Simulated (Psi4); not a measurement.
C3H6Cl (SMILES C[CH]CCl), doublet, geometry from GFN2-xTB; MP2/def2-SVP (Psi4 1.11).

Psi4 was given this input:
```
memory 2 GB

molecule {
0 2
  C     0.83519170   -0.01173686   -0.93776301
  C     2.08474253   -0.17763721   -0.16953693
  C    -0.25450716    0.77739373   -0.46643008
  H     0.67704263   -0.66350502   -1.78253322
  H     2.08522732   -1.13752773    0.35804127
  Cl   -1.35014793   -0.28336693    0.71590498
  H     2.94854628   -0.18908383   -0.83515052
  H     2.20315945    0.61218429    0.56844018
  H     0.02373643    1.60046062    0.18458636
  H    -0.97775952    1.06659151   -1.22138880
}

set basis def2-svp
set reference uhf
set freeze_core true

energy('mp2')
print_variables()
```

**Question.** Predict the main parts of the log of this Psi4 run.

**Answer.** 
```
    SCF Algorithm Type (re)set to DF.

   => Loading Basis Set <=

    Name: DEF2-SVP
    Role: ORBITAL
    Keyword: BASIS

         ---------------------------------------------------------
                                   SCF
               by Justin Turney, Rob Parrish, Andy Simmonett
                          and Daniel G. A. Smith
                              UHF Reference
         ---------------------------------------------------------

  ==> Geometry <==

    Molecular point group: c1
    Full point group: C1

    Geometry (in Angstrom), charge = 0, multiplicity = 2:

       Center              X                  Y                   Z               Mass
    ------------   -----------------  -----------------  -----------------  -----------------
         C            0.941839744597     0.008435276209    -0.981913222788    12.000000000000
         C            2.191390574597    -0.157465073791    -0.213687142788    12.000000000000
         C           -0.147859115403     0.797565866209    -0.510580292788    12.000000000000
         H            0.783690674597    -0.643332883791    -1.826683432788     1.007825032230
         H            2.191875364597    -1.117355593791     0.313891057212     1.007825032230
         CL          -1.243499885403    -0.263194793791     0.671754767212    34.968852682000
         H            3.055194324597    -0.168911693791    -0.879300732788     1.007825032230
         H            2.309807494597     0.632356426209     0.524289967212     1.007825032230
         H            0.130384474597     1.620632756209     0.140436147212     1.007825032230
         H           -0.871111475403     1.086763646209    -1.265539012788     1.007825032230

  Running in c1 symmetry.

  Rotational constants: A =      0.46883  B =      0.09910  C =      0.08959 [cm^-1]
  Rotational constants: A =  14055.15432  B =   2970.98608  C =   2685.94251 [MHz]
  Nuclear repulsion =  150.001011589778216

  Charge       = 0
  Multiplicity = 2
  Electrons    = 41
  Nalpha       = 21
  Nbeta        = 20

  ==> Algorithm <==

  SCF Algorithm Type is DF.
  DIIS enabled.
  MOM disabled.
  Fractional occupation disabled.
  Guess Type is SAD.
  Energy threshold   = 1.00e-08
  Density threshold  = 1.00e-08
  Integral threshold = 1.00e-12

  ==> Primary Basis <==

  Basis Set: DEF2-SVP
    Blend: DEF2-SVP
    Number of shells: 44
    Number of basis functions: 90
    Number of Cartesian functions: 94
    Spherical Harmonics?: true
    Max angular momentum: 2

   => Loading Basis Set <=

    Name: (DEF2-SVP AUX)
    Role: JKFIT
    Keyword: DF_BASIS_SCF

  ==> Integral Setup <==

  SCF_SUBTYPE=INCORE selected. In-core MEM_DF algorithm will be used.
  Using in-core AOs.

  ==> MemDFJK: Density-Fitted J/K Matrices <==

    J tasked:                   Yes
    K tasked:                   Yes
    wK tasked:                   No
    Algorithm:                 Core
    Schwarz Cutoff:           1E-12
    Mask sparsity (%):       1.4815
    Fitting Condition:        1E-10

   => Auxiliary Basis Set <=

  Basis Set: (DEF2-SVP AUX)
    Blend: DEF2-UNIVERSAL-JKFIT
    Number of shells: 149
    Number of basis functions: 461
    Number of Cartesian functions: 542
    Spherical Harmonics?: true
    Max angular momentum: 4

  Minimum eigenvalue in the overlap matrix is 3.0734326894E-03.
  Reciprocal condition number of the overlap matrix is 5.2900795639E-04.
    Using symmetric orthogonalization.

  ==> Pre-Iterations <==

  SCF Guess: Superposition of Atomic Densities via on-the-fly atomic UHF (no occupation information).

   -------------------------
    Irrep   Nso     Nmo
   -------------------------
     A         90      90
   -------------------------
    Total      90      90
   -------------------------

  ==> Iterations <==

                           Total Energy        Delta E     RMS |[F,P]|

   @DF-UHF iter SAD:  -575.66966857498187   -5.75670e+02   0.00000e+00
[...]

    Alpha Occupied:

[...]
    Alpha Virtual:

[...]
    Beta Occupied:

[...]
    Beta Virtual:

[...]
      90A      3.503108

    Final Occupation by Irrep:
              A
    DOCC [    20 ]
    SOCC [     1 ]
    NA   [    21 ]
    NB   [    20 ]

  @DF-UHF Final Energy:  -576.32197716328949

   => Energetics <=

    Nuclear Repulsion Energy =            150.0010115897782157
    One-Electron Energy =               -1089.9807670750758462
    Two-Electron Energy =                 363.6577783220080846
    Total Energy =                       -576.3219771632894890

  UHF NO Occupations:
  HONO-2 :   19  A 1.9971511
  HONO-1 :   20  A 1.9905148
  HONO-0 :   21  A 1.0000000
  LUNO+0 :   22  A 0.0094852
  LUNO+1 :   23  A 0.0028489
  LUNO+2 :   24  A 0.0007532
  LUNO+3 :   25  A 0.0005809

Computation Completed

Properties will be evaluated at   0.000000,   0.000000,   0.000000 [a0]

Properties computed using the SCF density matrix

 Multipole Moments:

 ------------------------------------------------------------------------------------
     Multipole            Electronic (a.u.)      Nuclear  (a.u.)        Total (a.u.)
 ------------------------------------------------------------------------------------

 L = 1.  Multiply by 2.5417464519 to convert [e a0] to [Debye]
 Dipole X            :         -7.5201356            8.2629598            0.7428242
 Dipole Y            :         -1.1343942            1.5629123            0.4285181
 Dipole Z            :          2.8088897           -3.4207046           -0.6118149
 Magnitude           :                                                    1.0534387

 ------------------------------------------------------------------------------------

  //>>>>>>>>>>>>>>>>>>>>>>>>>>>>>>>>>>>//
  //               DFMP2               //
  //<<<<<<<<<<<<<<<<<<<<<<<<<<<<<<<<<<<//

   => Loading Basis Set <=

    Name: (DEF2-SVP AUX)
    Role: RIFIT
    Keyword: DF_BASIS_MP2

	 --------------------------------------------------------
	                          DF-MP2
	      2nd-Order Density-Fitted Moller-Plesset Theory

	        Rob Parrish, Justin Turney, Andy Simmonett,
	           Ed Hohenstein, and C. David Sherrill
	 --------------------------------------------------------

	 --------------------------------------------------------
	                 NBF =    90, NAUX =   290
	 --------------------------------------------------------
	   CLASS    FOCC     OCC    AOCC    AVIR     VIR    FVIR
	   ALPHA       8      21      13      69      69       0
	    BETA       8      20      12      70      70       0
	 --------------------------------------------------------

	-----------------------------------------------------------
	 ==================> DF-MP2 Energies <====================
	-----------------------------------------------------------
	 Reference Energy          =    -576.3219771632894890 [Eh]
	 Singles Energy            =      -0.0000000000000000 [Eh]
	 Same-Spin Energy          =      -0.1262652541059993 [Eh]
	 Opposite-Spin Energy      =      -0.4069683749298253 [Eh]
	 Correlation Energy        =      -0.5332336290358246 [Eh]
	 Total Energy              =    -576.8552107923253516 [Eh]
	-----------------------------------------------------------
	 ================> DF-SCS-MP2 Energies <==================
	-----------------------------------------------------------
	 SCS Same-Spin Scale       =       0.3333333333333333 [-]
	 SCS Opposite-Spin Scale   =       1.2000000000000000 [-]
	 SCS Same-Spin Energy      =      -0.0420884180353331 [Eh]
	 SCS Opposite-Spin Energy  =      -0.4883620499157904 [Eh]
	 SCS Correlation Energy    =      -0.5304504679511235 [Eh]
	 SCS Total Energy          =    -576.8524276312406300 [Eh]
	-----------------------------------------------------------

  Variable Map:
  ----------------------------------------------------------------------------
[...]
  Array Variable Map:
  ----------------------------------------------------------------------------
[...]
[...]
```
